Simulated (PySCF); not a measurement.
One of the candidates below gave these computed data.

All candidates are C3H11NSi2.

| technique | computed result |
| --- | --- |
| 1H NMR | chemical shifts (computed TMS as zero) by class: 4.93 (1 H), 4.88 (1 H), 4.86 (1 H), 1.06 (1 H), 1.06 (1 H), 0.97 (1 H), 0.54 (1 H), 0.22 (3 H), -0.16 (1 H) ppm [GIAO PBE0/pcSseg-1] |
| Valence photoelectron | vertical ionisation energy: 9.09 eV [ΔSCF CAM-B3LYP/def2-SVPD] |
| NMR, other nuclei | isotropic shieldings of nuclei other than C and H, by class: 246 (1 N), 349 (1 Si), 373 (1 Si) ppm [GIAO PBE0/pcSseg-1] |
| 13C NMR | chemical shifts (computed TMS as zero) by class: 9.9 (1 C), 6.4 (1 C), 0.7 (1 C) ppm [GIAO PBE0/pcSseg-1] |
| Dipole | 0.73 D [CAM-B3LYP/def2-SVPD] |
| Rotational structure | rotational constants A, B, C: 4.057, 1.698, 1.347 GHz [PBE0-D3(BJ)/def2-SVP] |
| XPS | Si2p3/2 106.3, Si2p3/2 106.5, C1s 289.9, C1s 290.0, C1s 290.0, N1s 403.7, Si1s 1846.2, Si1s 1846.3 eV [ΔSCF SCAN, pcX-2 on the ionised atom, pcseg-1 elsewhere, spin-free X2C, 2p3/2 from a spin–orbit splitting computed afterwards within the 2p shell] |
| Triplet | lowest triplet excitation (Tamm–Dancoff): 6.04 eV [TDA CAM-B3LYP/def2-SVPD] |
| Polarisability | 92.6 au [CAM-B3LYP/def2-SVPD] |
| UV, strongest line | among the 10 lowest singlet transitions: S8 at 8.09 eV (153 nm, f = 0.055) [TDDFT CAM-B3LYP/def2-SVPD] |

Gas-phase values; electronic properties from PySCF, density fitting. Levels stand in brackets. One conformer (not necessarily the lowest) at the PBE0-D3(BJ)/def2-SVP geometry, without solvent, vibrations or thermal averaging. Each NMR value is the plain mean over a class of atoms that symmetry, rotation or inversion makes alike.

Question: Which candidate is it?
A. `C[Si@@H]1CC[SiH2]N1`
B. `C[C@@H]1C[SiH2]N[SiH2]1`
C. `C=CC[Si@H](N)[SiH3]`
D. `C=CC[SiH2][SiH2]N`

Answer: A. It is `C[Si@@H]1CC[SiH2]N1`. Numbering: `[CH3:1][Si@@H:2]1[CH2:3][CH2:4][SiH2:5][NH:6]1`. Its formula, C3H11NSi2, gives 1 degree of unsaturation: 1 ring and 0 π bonds in the structure found. 3 carbons fall into 3 classes; from least to most shielded: ring sp3 carbon bound to silicon [C3] (9.9 ppm), ring sp3 carbon bound to silicon [C4] (6.4 ppm), Si-methyl carbon [C1] (0.7 ppm). Hydrogen classes from least to most shielded: 1 H on an SiH silicon, Si2 (4.93 ppm), 1 H on an SiH2 silicon, Si5 (4.88 ppm), 1 H on an SiH2 silicon, Si5 (4.86 ppm), 1 H on an sp3 carbon bound to silicon, C4 (1.06 ppm), 1 H on an sp3 carbon bound to silicon, C3 (1.06 ppm), 1 H on an sp3 carbon bound to silicon, C4 (0.97 ppm), 1 H on an sp3 carbon bound to silicon, C3 (0.54 ppm), 3 H on an Si-methyl carbon, C1 (0.22 ppm), 1 H on a nitrogen bridging silicon atoms, N6 (-0.16 ppm). The other shieldings belong to: 246 ppm, nitrogen bridging silicon atoms [N6]; 349 ppm, SiH silicon [Si2]; 373 ppm, SiH2 silicon [Si5]. The core levels belong to: Si2p3/2 106.3 eV, SiH silicon [Si2]; Si2p3/2 106.5 eV, SiH2 silicon [Si5]; C1s 289.9 eV, sp3 carbon bound to silicon [C3]; C1s 290.0 eV, Si-methyl carbon [C1]; C1s 290.0 eV, sp3 carbon bound to silicon [C4]; N1s 403.7 eV, nitrogen bridging silicon atoms [N6]; Si1s 1846.2 eV, SiH silicon [Si2]; Si1s 1846.3 eV, SiH2 silicon [Si5]. The first electron is taken from the HOMO, whose largest Löwdin shares are 0.49 on the nitrogen bridging silicon atoms, 0.11 on the SiH2 silicon, 0.10 on the SiH silicon and 0.07 on an Si–H hydrogen. The optimised geometry has point group C1 and is an asymmetric top.

The others, at the same levels:
- `C=CC[SiH2][SiH2]N` fails: its computed vertical ionisation energy is 8.88 eV (against 9.09 eV), lowest triplet excitation (Tamm–Dancoff) is 4.21 eV (against 6.04 eV) and strongest line among the 10 lowest singlet transitions is S2 at 6.62 eV (187 nm, f = 0.338) (against S8 at 8.09 eV).
- `C=CC[Si@H](N)[SiH3]` fails: its computed lowest triplet excitation (Tamm–Dancoff) is 4.23 eV (against 6.04 eV), strongest line among the 10 lowest singlet transitions is S4 at 6.85 eV (181 nm, f = 0.346) (against S8 at 8.09 eV) and static isotropic polarisability is 103.9 au (against 92.6 au).
- `C[C@@H]1C[SiH2]N[SiH2]1` fails: its computed vertical ionisation energy is 9.24 eV (against 9.09 eV), rotational constant A is 3.405 GHz (against 4.057 GHz) and dipole moment is 0.10 D (against 0.73 D).

Each candidate is one conformer, not necessarily the lowest. Dipoles, sizes and rotational constants follow the conformer. The torsions of the flexible species, by atom-mapped SMILES:
- `[CH2:1]=[CH:2][CH2:3][SiH2:4][SiH2:5][NH2:6]`: C1–C2–C3–Si4 106°, C2–C3–Si4–Si5 171°, C3–Si4–Si5–N6 -58°, H–N6–Si5–Si4 -56°, H–N6–Si5–Si4 166°
- `[CH2:1]=[CH:2][CH2:3][Si@H:4]([NH2:5])[SiH3:6]`: C1–C2–C3–Si4 -110°, C2–C3–Si4–N5 53°, H–N5–Si4–C3 40°, H–N5–Si4–C3 -171°

The conformers of `C[Si@@H]1CC[SiH2]N1` and `C[C@@H]1C[SiH2]N[SiH2]1` aren't listed.
